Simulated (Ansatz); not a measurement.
`C[O][Al]([NH2])[O]C`. The species carries charge 0 and has multiplicity 1.

Cartesian coordinates in Å:
```
C 1.339 1.649 0.830
O 0.509 1.389 -0.256
Al -0.476 0.167 -0.857
N -1.313 0.461 -2.372
O -0.714 -1.317 -0.106
C -0.309 -2.011 1.031
H 2.368 1.818 0.492
H 1.007 2.553 1.354
H 1.357 0.829 1.558
H -1.243 1.311 -2.905
H -1.924 -0.199 -2.821
H 0.231 -2.922 0.750
H 0.349 -1.419 1.679
H -1.181 -2.309 1.624
```

(1) List the harmonic frequencies (cm⁻¹, unscaled) at PBE0-D4/def2-TZVP in Ansatz. (Best estimate.)

Results:

(1) Ansatz gave: 33i, 46, 66, 93, 95, 102, 185, 282, 305, 328, 354, 576, 649, 803, 882, 1184, 1187, 1192, 1193, 1247, 1254, 1486, 1490, 1492, 1496, 1499, 1506, 1561, 2998, 3003, 3057, 3061, 3069, 3070, 3630, 3723.
